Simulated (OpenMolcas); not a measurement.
A calculation on Sb³⁺.

```json
{
  "Program": "OpenMolcas",
  "Method": "MS-CASPT2, IPEA 0.25 Eh, imaginary shift 0.1 Eh (closed shells correlated: 4d)",
  "Basis": "ANO-RCC-VQZP [8s7p5d3f2g]",
  "Scalar Hamiltonian": "DKH2, point nucleus",
  "Active space": "2 electrons in 8 orbitals (5s 5p 6s 6p)",
  "State averaging": "2S+1 = 3 even, 3 roots; 2S+1 = 1 even, 7 roots; 2S+1 = 3 odd, 3 roots; 2S+1 = 1 odd, 3 roots",
  "Spin-orbit coupling": "RASSI with atomic mean-field integrals over the reference wave functions, term energies averaged over their components"
}
```

(1) Which level of the active space comes out lowest?

(2) How high does 5p2 3P0 lie?

(3) How high does 5s 5p 3P* 2 lie?

(4) How high does 5s 5p 1P* 1 lie?

(5) The level at 20.203 eV has J = 2. What is it made of, and what is its g factor?

Measured values: Moore, Atomic Energy Levels, vol. III, NSRDS-NBS 35 (1971 reprint of NBS Circular 467, 1958).

## Answers

(1) 5s2 1S0, with 100 % of that term; it is also the measured ground level.

(2) 19.012 eV above the lowest level; measured 18.8550 eV above the ground level, so the calculation is off by +1 %.

(3) 8.877 eV above the lowest level; measured 8.9963 eV above the ground level, so the calculation is off by -1 %.

(4) 11.671 eV above the lowest level; measured 11.8965 eV above the ground level, so the calculation is off by -2 %.

(5) 60 % 5p2 3P2, 40 % 5p2 1D; g = 1.301, against 1.501 from Landé's formula for the pure leading term.

CASPT2 breaks the degeneracy within a term, and the mean is taken; among the terms shown or strongly mixed into the levels shown the widest spread is 39 cm-1 (5p2 1D). Over all roots computed the reference weight is 0.87 to 0.94; the roots of lowest weight are the least certain, and an intruder state may touch them. Active for correlation alone: 6p 6s; no level in the range computed is led by a configuration that fills them, so any true level of that kind is missing. The ¹D term of p² mixes with s d, which this space lacks. Computed and measured levels are paired by configuration, term and J; levels that our copy of the source lacks, or whose pairing is in doubt (as where it misses far off the trend of its configuration), stay unpaired and out of the deviations. Levels of configurations outside the active space are missing.

* marks odd parity.
